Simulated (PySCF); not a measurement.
Al(H)(vinyl)(OMe) (C₃H₇AlO), SMILES C=[CH][AlH][O]C.

Geometry optimised at ωB97X-D3(BJ)/def2-SVP. The structure was generated by enumeration; whether it is a known compound was not checked. One conformer was computed; it need not be the lowest.

Two levels are set side by side: PBE/def2-TZVP (PySCF) and M06-2X/def2-TZVP (PySCF). Same geometry, gas phase. Differences are taken from unrounded values.

```json
[
 {"quantity": "orbital gap (eV)", "PBE": "4.47"},
 {"quantity": "highest occupied level (eV)", "PBE": "-6.44"},
 {"quantity": "lowest empty level (eV)", "PBE": "-1.97"},
 {"quantity": "dipole moment (D)", "PBE": "0.08"},
 {"quantity": "mean polarisability (bohr³)", "PBE": "69.9"}
]
```

These are the PBE values. What does M06-2X give? (An estimate is asked for; the answer gives what the named calculation found.)


```tsv
quantity	M06-2X	PBE minus M06-2X
orbital gap (eV)	8.77	-4.30
highest occupied level (eV)	-9.17	2.73
lowest empty level (eV)	-0.40	-1.56
dipole moment (D)	0.25	-0.18
mean polarisability (bohr³)	65.2	4.7
```

Without exact exchange PBE keeps part of each electron's self-repulsion, which lifts occupied levels and narrows the gap. Loosely held outer electrons make PBE densities more polarisable. Differences between two approximate levels are no errors against the true value.

Rough cost on one machine, each run with all the roots and properties that it gave: M06-2X against PBE about 3 times.
